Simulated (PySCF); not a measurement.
PySCF input file for SiF2HI, SMILES F[SiH](F)I, IEF-PCM-B3LYP/def2-SVP. Coordinates come from a B3LYP-D3(BJ)/def2-SVP optimisation. The def2 effective core potentials stand for the cores of I; spin–orbit coupling is left out.

```python
import numpy as np
from pyscf import gto, scf, dft
from pyscf.solvent import pcm

mol = gto.M(
    atom='''
    Si   -1.33508808   -0.37654915   -0.00000000
    F    -1.98999707    0.31959286   -1.29604710
    F    -1.98999706    0.31959286    1.29604711
    I     1.05967953    0.02515566   -0.00000000
    H    -1.65183469   -1.81423345    0.00000001
    ''',
    basis='def2-SVP',
    ecp={'I': 'def2-svp'},
    charge=0,
    spin=0,
    max_memory=1600,
    verbose=3,
)
mf = dft.RKS(mol, xc='b3lyp').density_fit(auxbasis='def2-universal-jkfit')
mf.grids.level = 3
mf.conv_tol = 1e-9
mf.max_cycle = 100
mf.kernel()
res = {}
for name, eps in {'water': 78.355, 'ethanol': 24.852, 'cyclohexanone': 15.619}.items():
    s = mf.PCM()
    s.with_solvent.method, s.with_solvent.eps, s.with_solvent.lebedev_order = 'IEF-PCM', eps, 29
    s.kernel(mf.make_rdm1())
    res[name] = (s.e_tot, eps, s.dip_moment(), s.mo_energy, s.converged)
    print(f'{name}: electrostatic solvation free energy {(s.e_tot - mf.e_tot) * 627.509474:.3f} kcal/mol')
```

Program output:

```
converged SCF energy = -787.494947400056

WARN: PCM is an experimental feature. It is still in testing.
Features and APIs may be changed in the future.

converged SCF energy = -787.49822695118
Dipole moment(X, Y, Z, Debye):  0.44093, -1.55989, -0.00000
water: electrostatic solvation free energy -2.058 kcal/mol

WARN: PCM is an experimental feature. It is still in testing.
Features and APIs may be changed in the future.

converged SCF energy = -787.498081143935
Dipole moment(X, Y, Z, Debye):  0.44071, -1.54438, -0.00000
ethanol: electrostatic solvation free energy -1.966 kcal/mol

WARN: PCM is an experimental feature. It is still in testing.
Features and APIs may be changed in the future.

converged SCF energy = -787.497958960416
Dipole moment(X, Y, Z, Debye):  0.44047, -1.53154, -0.00000
cyclohexanone: electrostatic solvation free energy -1.890 kcal/mol
```

Self-consistency was reached.
